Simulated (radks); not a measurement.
Species: Ta11+. Configuration: [Kr] 4d10 4f13 5s2 5p1.

All-electron calculation, non-relativistic Kohn-Sham, PBE, spin-polarised, spherical densities, point nucleus; open shells are filled with parallel spins first (spin-orbit coupling, left out, can overturn this in heavy ions); relativity is left out, which matters for an element this heavy. Program: a radial shooting solver on a logarithmic mesh with Libxc functionals.

Energy parts (eV):
| part | energy |
|---|---|
| total | -401807.34 |
| kinetic | 401711.38 |
| electron-nucleus | -944576.92 |
| Hartree | 149030.76 |
| exchange-correlation | -7972.56 |

Orbitals (lengths in bohr, moments of r in powers of bohr):
orbital,occ.,eigenvalue (eV),<r^4>,<r^2>
1s up,1,-62164.61,8.352e-07,0.0005756
1s down,1,-62164.49,8.352e-07,0.0005756
2s up,1,-10350.52,0.0001366,0.009022
2s down,1,-10350.43,0.0001366,0.009022
2p up,3,-9923.457,0.00008610,0.006674
2p down,3,-9923.335,0.00008609,0.006674
3s up,1,-2502.725,0.004793,0.05671
3s down,1,-2501.901,0.004790,0.05669
3p up,3,-2305.455,0.004287,0.05250
3p down,3,-2304.685,0.004284,0.05248
3d up,5,-1937.769,0.002929,0.04092
3d down,5,-1937.196,0.002927,0.04090
4s up,1,-650.6125,0.1118,0.2783
4s down,1,-649.3551,0.1117,0.2783
4p up,3,-568.5419,0.1233,0.2886
4p down,3,-567.2708,0.1231,0.2885
4d up,5,-419.1813,0.1552,0.3126
4d down,5,-417.8720,0.1548,0.3123
5s up,1,-232.3045,2.316,1.294
5s down,1,-230.1734,2.330,1.297
4f up,7,-224.2166,0.3130,0.3973
4f down,6,-222.7564,0.3106,0.3959
5p up,1,-204.6908,2.941,1.452
5p down,0,-202.5940,2.969,1.457

The highest occupied level is 5p up at -204.69 eV. For comparison, the ionisation energy in NIST's Atomic Spectra Database is 235 eV (theoretical). In exact Kohn-Sham theory the highest level is minus the ionisation energy, but local and semilocal functionals leave it too shallow, through self-interaction and a potential that decays too fast; potentials with the right tail come closer. The spin density at the nucleus is -1.001 e/bohr^3 (1s -0.285, 2s -0.085, 3s -1.056, 4s 0.451, 5s -0.026). Virial ratio -V/T = 2.00024. Summed over all electrons, <r^2> = 15.51 bohr^2, which gives a Langevin (diamagnetic) susceptibility term of -12.3 x 10^-6 cm^3/mol. The density falls to 0.001 e/bohr^3 at r = 2.23 bohr. The electron density at the nucleus is 2.784e+05 e/bohr^3.
